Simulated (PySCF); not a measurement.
HfFH3, SMILES [F][HfH3], multiplicity 1. Atoms are numbered in the order given.

```xyz
5

Hf     0.0000     0.0000    -0.1808
F      0.0000     0.0000     1.6992
H      1.5229    -0.8793    -0.7587
H      0.0000     1.7585    -0.7587
H     -1.5229    -0.8793    -0.7587
```

Geometry: r2SCAN-D4/def2-TZVP. The multiplicity is an assumed one; no other spin state was optimised. The structure was generated by enumeration; whether it is a known compound was not checked. The def2 effective core potentials stand for the cores of Hf; spin–orbit coupling is left out.

All values below come from PBE/def2-TZVPD (PySCF).

Symmetry labels are those of the subgroup Cs that the program uses (full group C3v).

List the valence orbital energies around the gap with their symmetry. (Estimate from the structure and the level; the computed values follow.)


```
orbital  symmetry  energy (eV)
-------  --------  -----------
HOMO−7         A'       -34.39
HOMO−6         A'       -28.60
HOMO−5         A'       -11.18
HOMO−4         A"       -10.66
HOMO−3         A'       -10.66
HOMO−2         A'        -8.29
HOMO−1         A'        -7.17
HOMO           A"        -7.17
LUMO           A"        -2.89
LUMO+1         A'        -2.89
LUMO+2         A'        -1.98
LUMO+3         A'        -1.59
```
